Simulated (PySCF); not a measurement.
Mg(H)(Me) (CH4Mg), SMILES [CH3][MgH]. Atoms are numbered in the order given.

```xyz
6

Mg     0.0000     0.0000    -0.8347
H      0.0000     0.0000    -2.5548
C      0.0000     0.0000     1.2605
H      0.8860     0.5115     1.6693
H      0.0000    -1.0231     1.6693
H     -0.8860     0.5115     1.6693
```
Charge 0, spin multiplicity 1.

Coordinates come from a PBE-D3(BJ)/def2-TZVP optimisation.

Vertical ionisation energy (IE) and electron affinity (EA) in eV. Rows of orbital energies are one-electron estimates. Where ΔSCF, EOM or ADC give a negative EA the extra electron is unbound and the value depends on the basis.

| level | IE | EA |
|---|---|---|
| −ε(HOMO), −ε(LUMO), B3LYP/def2-TZVPD (PySCF) | 6.59 | 0.69 |
| −ε(HOMO), −ε(LUMO), PBE0/def2-TZVPD (PySCF) | (withheld) | (withheld) |

Complete the blanks. (The exact figures need the calculation; the answer reports its results.)


- −ε(HOMO), −ε(LUMO), PBE0/def2-TZVPD (PySCF), IE: 6.77
- −ε(HOMO), −ε(LUMO), PBE0/def2-TZVPD (PySCF), EA: 0.42
